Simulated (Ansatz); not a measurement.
Reaction (cleavage of the Si–B bond): `OB([SiH3])Cl` + `[OH][Ge][F]` → `[F][Ge][O][SiH3]` + `OBCl`

Program: Ansatz. Geometries: PBE0-D4/def2-TZVP. ΔE: electronic, gas phase. CCSD(T)/CBS adds triple-zeta CCSD(T) − MP2 to the extrapolated MP2 energy (def2 sets, frozen cores). This one scheme is used for every species. DFT in def2-TZVPP. For Ge outer-core shells are correlated without core-valence functions, which leaves a few kJ/mol of doubt a bond. Scalar relativity is left out up to krypton. One conformer a species, not always the lowest.

`OB([SiH3])Cl`:

Cartesian coordinates in Å:
```
O 0.454 -0.185 1.786
B -0.334 0.062 0.727
Si 0.361 -0.054 -1.170
Cl -2.035 0.506 0.997
H 0.006 -0.096 2.636
H 1.795 -0.442 -1.216
H 0.192 1.266 -1.835
H -0.439 -1.057 -1.924
```

`[OH][Ge][F]`:

Cartesian coordinates in Å:
```
O -0.445 -0.933 -0.275
Ge 0.080 0.616 -0.954
F 0.664 1.327 0.554
H -0.299 -1.010 0.675
```

`[F][Ge][O][SiH3]`:

Z-matrix (Å, degrees):
```
Si
O 1 1.653
H 1 1.484 2 107.6
H 1 1.485 2 110.5 3 119.3
H 1 1.485 2 110.5 3 -119.3
Ge 2 1.767 1 137.3 3 179.9
F 6 1.764 2 97.7 1 0.0
```

`OBCl`:

Cartesian coordinates in Å:
```
O 0.981 -0.049 -0.404
B -0.347 -0.021 -0.227
Cl -1.048 0.151 1.385
H 1.484 0.032 0.413
H -1.070 -0.113 -1.167
```

```
      level  ΔE (kJ/mol)
LDA (SPW92)        -90.5
    r2SCAN0       -113.8
```

(1) What does CCSD(T)/CBS give? (Best estimate.)

(2) What do rigid-rotor, harmonic-oscillator terms from PBE0-D4/def2-TZVP frequencies (298.15 K, 1 bar) make of the CCSD(T)/CBS value? (An estimate is asked.)

Largest T1 diagnostic among the species: 0.015.

## Answers

(1) The calculation gave: -115.9 kJ/mol. The listed levels differ from it by 25.4, 2.1 kJ/mol.

(2) Computed: ΔZPE = -0.3 kJ/mol, ΔH = -116.4 kJ/mol, ΔS = 0 J/(mol·K), ΔG = -116.3 kJ/mol.

In def2-TZVPP, CCSD(T) changes the Hartree–Fock value by +26.0 kJ/mol (the triples alone add +3.4 kJ/mol) and MP2 by +19.2 kJ/mol. From r2SCAN to r2SCAN0 (25 % exact exchange), in def2-TZVPP and without D4, ΔE moves by −4.3 kJ/mol. Leaving LDA and LC-ωPBE aside and taking each functional with its dispersion term where it has one, the values, not all of them listed here, spread over 35.9 kJ/mol, from BHLYP-D4 to PBE-D4.
